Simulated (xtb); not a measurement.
Input file for xtb: GFN2-xTB on BrGeH3 (SMILES [GeH3][Br]), a point of a bond scan (R = 7.462 Å).

```
$ xtb mol.xyz --gfn 2 --sp --chrg 0 --uhf 0
5

Ge    -1.14560058     0.04679150     0.00463248
Br     6.30989705    -0.25772469    -0.02551542
H     -1.53993749     1.48382174    -0.35409628
H     -1.60695799    -0.33231658     1.41625220
H     -1.64237120    -0.95588990    -1.04278950
```

Q: Give the final energy of this run.

A: -7.4524 hartree.
